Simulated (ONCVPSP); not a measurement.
## Fe (Z = 26), ONCV: configuration errors across variants

```json
{
  "Element": "Fe (Z = 26)",
  "Generator": "ONCVPSP 4.0.1",
  "Type": "optimised norm-conserving Vanderbilt (ONCV)",
  "Functional": "PBEsol",
  "Relativity": "scalar-relativistic",
  "Frozen core": "[Ne]",
  "Valence charge": "16",
  "Reference configuration": "3s2 3p6 3d5 (charge +3)",
  "Partial waves": "3s: rc 1.25 bohr, ncon 4, nbas 8, qcut 10.6 1/bohr, 2 projectors, debl 2.4 Ha; 3p: rc 1.05 bohr, ncon 4, nbas 9, qcut 14.1 1/bohr, 1 projector; 3d: rc 1.80 bohr, ncon 4, nbas 9, qcut 8.7 1/bohr, 2 projectors, debl 2.7 Ha",
  "Local potential": "polynomial inside 0.90 bohr (lpopt 5, dvloc0 0 Ha)",
  "Core correction": "polynomial model core, fcfact 0.45"
}
```

In the s channel the program set the typed energies aside and used -4.809, 0.250 Ha.

All-electron excitation energies from the reference (eV): (1) 3s2 3p6 3d6 4s2 -59.049; (2) 3s2 3p6 3d6 4s1 -50.304; (3) 3s2 3p6 3d6 -34.188.

Errors AE − PS in meV (a dash: test not solved or not reliable):

| change | (1) | (2) | (3) | bound ghosts | GHOST(+) flags above zero |
| --- | --- | --- | --- | --- | --- |
| base | +73 | +109 | +164 | none | none |
| s: rc 0.88; local potential polynomial inside 0.88 bohr (lpopt 5, dvloc0 0 Ha) | +73 | +108 | +165 | none | s |
| s: rc 1.04 | +72 | +108 | +165 | none | s |
| s: rc 1.22 | +72 | +108 | +164 | none | none |
| s: rc 1.44 | +73 | +109 | +165 | none | none |
| s: rc 1.56 | +75 | +110 | +165 | none | none |

Problem. Give the same row for: s: rc 1.84.

Solution. +79, +114, +165; bound ghosts: none; GHOST(+) flags above zero: none.
